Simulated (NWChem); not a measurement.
System: C2H6O2Si; SMILES COC(=O)[SiH3]

NWChem input:

```
start job
memory heap 200 mb stack 900 mb global 1100 mb
geometry units angstroms noautoz
  C     -0.395166    -2.306765     0.008533
  O     -0.754155    -0.910163    -0.015620
  C      0.283256    -0.040239    -0.014851
  O      1.446592    -0.386486    -0.000030
  Si    -0.263098     1.807486    -0.001825
  H     -1.339759    -2.850670     0.010378
  H      0.185353    -2.536533     0.905872
  H      0.197034    -2.563825    -0.873645
  H      0.553486     2.514890    -1.016772
  H      0.045070     2.340886     1.348563
  H     -1.708795     1.967060    -0.293996
end
basis spherical
  C library def2-svp
  O library def2-svp
  Si library def2-svp
  H library def2-svp
end
dft
  xc b3lyp
  iterations 150
  vectors input atomic output neutral.movecs
end
task dft energy
charge 1
dft
  odft
  mult 2
  vectors input atomic output cation.movecs
end
task dft energy
```

Coordinates come from a B3LYP/6-31G* (spherical d) optimisation. B3LYP is NWChem's, with the RPA form of VWN correlation.

Ions are spin-unrestricted doublets at the neutral geometry; other ion states weren't tried.

### Question
What results follow from this input? (B3LYP/def2-SVP, vertical spin-unrestricted ions.) Quantities: vertical ionisation energy, ΔSCF (eV); −ε(HOMO) (eV).

### Answer
The vertical ionisation energy, ΔSCF (eV) comes out as 9.95 and the −ε(HOMO) (eV) is 7.39.
